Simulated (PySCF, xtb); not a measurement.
C2H7Al, SMILES [CH3][AlH][CH3].

GFN2-xTB run with xtb at its own geometry gives an orbital gap of 4.80 eV and a dipole moment of 1.44 D.

The structure is a stationary point at ωB97X-D3(BJ)/def2-SVP. The isomer is the one that the SMILES or the coordinates give; other isomers of the formula were not compared.

Q: What does PBE/def2-TZVPD (PySCF) give? (The exact figures need the calculation; the answer reports its results.)

A: gap 4.89 eV (levels -6.51 and -1.62 eV), dipole 0.68 D.
